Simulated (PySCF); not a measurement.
Vertical excitations of a molecule H8N2OSi2 from TDA-LC-ωPBE/def2-SVPD run with PySCF 2.14.0, as energy in eV (oscillator strength): 6.29 (0.023), 6.72 (0.048), 7.16 (0.057), 7.48 (0.014), 7.85 (0.055), 8.08 (0.037), 8.14 (0.009), 8.24 (0.239), 8.41 (0.053), 8.46 (0.019). Lowest triplet (TDA): 5.58 eV. Geometry optimised at PBE-D3(BJ)/def2-SVP. Other conformers were not sampled.

Problem. Which structure fits?
A) N[SiH](N)O[SiH3]
B) N[SiH](N)[SiH2]O
C) N[Si@@H](O)N[SiH3]
D) N[SiH2][Si@@H](N)O

Solution. D, N[SiH2][Si@@H](N)O
